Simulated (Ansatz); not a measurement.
Stepwise reaction of `[NH2][InH][NH2]` with water, as a gas-phase model of exchange steps in deposition or etching. ΔE in kJ/mol; ΔG adds harmonic PBE0-D4 terms to CCSD(T)/CBS, at 1 bar.

Calculated with Ansatz (gas phase, PBE0-D4/def2-TZVP geometries, no zero-point term in ΔE). CCSD(T)/CBS adds triple-zeta CCSD(T) − MP2 to the extrapolated MP2 energy (def2 sets, frozen cores). This one scheme is used for every species. DFT in def2-TZVPP. B3LYP here is the variant with VWN-RPA as its local correlation; programs differ in this. def2 core potentials past Kr. For In outer-core shells are correlated without core-valence functions, which leaves a few kJ/mol of doubt a bond. Each species was taken in one conformer, which may not be the lowest.

| step | reaction | PBE-D4 | B3LYP-D4 | ωB97M-V | CCSD(T)/CBS | ΔG(400 K) |
| --- | --- | --- | --- | --- | --- | --- |
| 1 | `[NH2][InH][NH2]` + H₂O → `[NH2][InH][OH]` + NH₃ | -27.1 | -27.1 | -24.4 | -22.3 | -21.1 |

Q: Give the row of step 2, `[NH2][InH][OH]` + H₂O → `[OH][InH][OH]` + NH₃. (Best estimate.)

A: Ansatz gave: 
| step | reaction | PBE-D4 | B3LYP-D4 | ωB97M-V | CCSD(T)/CBS | ΔG(400 K) |
| --- | --- | --- | --- | --- | --- | --- |
| 2 | `[NH2][InH][OH]` + H₂O → `[OH][InH][OH]` + NH₃ | -25.0 | -24.8 | -22.9 | -20.0 | -16.5 |

Q: By hand: ΔE of the 2 steps together at CCSD(T)/CBS.

A: (-22.3) + (-20.0) = -42.3 kJ/mol, or -21.1 kJ/mol a step.

In ΔE the steps differ by no more than 2.3 kJ/mol. All are downhill at CCSD(T)/CBS. ΔG lies between -21.1 and -16.5 kJ/mol a step. PBE-D4 differs from CCSD(T)/CBS by -5.0 to -4.8 kJ/mol a step. Isolated molecules leave out the surface, adducts and barriers. Largest T1 diagnostic: 0.017.
